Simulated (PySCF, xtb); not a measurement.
bromo-dichloro-fluoromethane (CBrCl2F), SMILES FC(Cl)(Cl)Br.

Coordinates come from a PBE0-D3(BJ)/def2-SVP optimisation.

Calculation: C-PCM-PBE0/def2-SVP (PySCF 2.14.0).

The values are the electrostatic part of the solvation free energy, E(continuum) − E(gas) at the gas-phase geometry, in a cavity of scaled van der Waals radii (PySCF's table); cavitation and dispersion terms are not included. In vacuum the orbital gap is 7.20 eV. The dipole moment in vacuum is 0.34 D.

Task: Estimate the values in water (ε = 78.36), tetrahydrofuran (ε = 7.43), 2-propanol (ε = 19.26). (An estimate is asked for; the answer gives what the named calculation found.)

Result: 
```csv
solvent,ε,ΔG(elec) (kcal/mol),dipole (D),gap (eV)
water,78.36,-0.9,0.39,7.25
tetrahydrofuran,7.43,-0.8,0.38,7.24
2-propanol,19.26,-0.8,0.39,7.25
```

For comparison, GFN2-xTB/ALPB(water) (xtb, at the GFN2-xTB geometry, all terms of that model) gives 0.8 kcal/mol.
